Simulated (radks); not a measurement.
Initial-state core-level shifts of neutral zirconium when its valence configuration changes from [Kr] 4d2 5s2. All-electron calculation, scalar-relativistic Kohn-Sham, r2SCAN, spin-polarised, spherical densities, finite nucleus; open shells are filled with parallel spins first (spin-orbit coupling, left out, can overturn this in heavy ions); meta-GGA in the generalised Kohn-Sham scheme; Fermi nuclear charge, rms radius 4.2694 fm. Program: a radial shooting solver on a logarithmic mesh with Libxc functionals. Shifts are changes of the shell-averaged eigenvalues in eV (positive: less bound); the change of the density at the nucleus, which sets a Mossbauer isomer shift, is in e/bohr^3, on a base of 7.606e+04.

| valence | 1s | 2s | 3p | 4s | density at nucleus |
|---|---|---|---|---|---|
| 4d2 5s1 5p1 | -0.945 | -0.946 | -0.950 | -0.942 | -7.132 |
| 4d1 5s1 5p2 | -4.958 | -5.187 | -5.132 | -4.789 | -3.772 |
| 4d3 5s1 | +2.612 | +2.771 | +2.749 | +2.607 | -9.294 |
| 4d1 5s2 5p1 | -4.202 | -4.427 | -4.367 | -4.039 | +5.395 |
| 5s2 5p2 | -8.736 | -9.252 | -9.080 | -8.207 | +12.062 |
| 4d4 | +4.387 | +4.697 | +4.666 | +4.447 | -19.119 |
| 4d2 5s1.5 5p0.5 | -0.569 | -0.568 | -0.570 | -0.564 | -3.675 |
| 4d1.5 5s2 5p0.5 | -2.058 | -2.162 | -2.138 | -2.000 | +2.484 |
| 4d2.5 5s1.5 | +1.322 | +1.412 | +1.397 | +1.308 | -5.319 |
